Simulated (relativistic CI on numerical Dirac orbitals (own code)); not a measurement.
## Hg3+: L2,3 absorption edge

Computed with this model: Dirac-Coulomb-Breit CI, separate exchange-only KLI orbitals for each configuration, QED by a radiative potential, valence Slater integrals scaled by 0.8, multiplet model of core-to-valence dipole absorption; configurations [Xe] 4f14 5d9 → [He] 2s2 2p5 3s2 3p6 3d10 4s2 4p6 4d10 4f14 5s2 5p6 5d10; 10 K; Lorentzian 7.5 eV and Gaussian 1 eV FWHM. Energies are those of the free ion, without screening or charge transfer. The branching ratio is the share of the lower-energy edge in the whole absorption, uncertain by about 0.02 where the edges overlap. S is read from ⟨S²⟩ = S(S + 1).

Field parameters in Wybourne normalisation: D3d B²₀ = −7Dσ, B⁴₀ = −14Dq − 21Dτ, B⁴₃ = −14√(10/7) Dq; Oh B⁴₀ = 21Dq, B⁴₄ = √(5/14) B⁴₀. The field is a parameter set, without covalency.

Computed curve for Oh, 10Dq = 33800 cm⁻¹, scaled to 100 at the maximum (points under 2 are left out and the grid is thinned):

Energy (eV), Intensity and a bar:
```
  12250.0        2.1 
  12251.5        2.3 
  12252.5        2.5 
  12254.0        2.9 
  12255.0        3.1 
  12256.5        3.6 
  12257.5        4.0 #
  12259.0        4.7 #
  12260.0        5.3 #
  12261.5        6.4 #
  12262.5        7.3 ##
  12264.0        9.0 ##
  12265.0       10.6 ###
  12266.5       13.7 ####
  12267.5       16.5 #####
  12269.0       22.6 ######
  12270.0       28.5 ########
  12271.5       41.6 ############
  12272.5       54.2 ################
  12274.0       78.5 ########################
  12275.0       93.6 ############################
  12276.5       98.4 ##############################
  12277.5       87.0 ##########################
  12279.0       62.2 ###################
  12280.0       47.8 ##############
  12281.5       32.5 #########
  12282.5       25.5 #######
  12284.0       18.4 #####
  12285.0       15.1 ####
  12286.5       11.5 ###
  12287.5        9.8 ##
  12289.0        7.8 ##
  12290.0        6.8 #
  12291.5        5.6 #
  12292.5        5.0 #
  12294.0        4.2 #
  12295.0        3.8 #
  12296.5        3.3 
  12297.5        3.0 
  12299.0        2.6 
  12300.0        2.4 
  12301.5        2.1 
  14192.5        2.1 
  14194.0        2.7 
  14195.0        3.3 
  14196.5        4.6 #
  14197.5        5.8 #
  14199.0        8.6 ##
  14200.0       11.1 ###
  14201.5       15.8 ####
  14202.5       18.2 #####
  14204.0       17.9 #####
  14205.0       15.2 ####
  14206.5       10.6 ###
  14207.5        8.1 ##
  14209.0        5.6 #
  14210.0        4.4 #
  14211.5        3.2 
  14212.5        2.6 
  14214.0        2.0
```

The ground state has S = 0.50, and the centroid lies at 12579.83 eV.
